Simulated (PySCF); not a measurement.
# Two-component Hartree-Fock for P⁵⁺ (phosphorus, charge +5)

Start: [Ne]. Calculated with PySCF 2.14 in an uncontracted even-tempered set (19 s from 0.45 bohr⁻², ratio 2.4; 12 p from 0.58 bohr⁻², ratio 2.4; 5 d from 5.3 bohr⁻², ratio 2.6; 5 f from 7.9 bohr⁻², ratio 2.6): generalised Hartree-Fock with the X2C-1e Hamiltonian and a Gaussian nucleus; one run each with spin-orbit coupling (SO) switched off, then screened by Boettger's factors.

```csv
spinor shell,electrons,"ε, spin-free (eV)","ε, screened SO (eV)",weight of nominal j (screened SO),"rms radius, screened SO (bohr)"
1s1/2,2,-2260.9,-2260.9,1.000,0.120
2s1/2,2,-280.07,-280.07,1.000,0.557
2p1/2,2,-222.30,-222.96,1.000,0.532
2p3/2,4,-222.30,-221.97,1.000,0.534
```

```csv
quantity,spin-free,screened SO
E (hartree),-335.17839,-335.17885
M_J,0,0
⟨J²⟩,0.000,0.000
⟨L²⟩,0.000,0.000
⟨S²⟩,0.000,0.000
```

Without spin-orbit coupling the j labels of p, d and f shells carry no meaning; the spin-free column gives the mean over the occupied spinors of each nl shell.
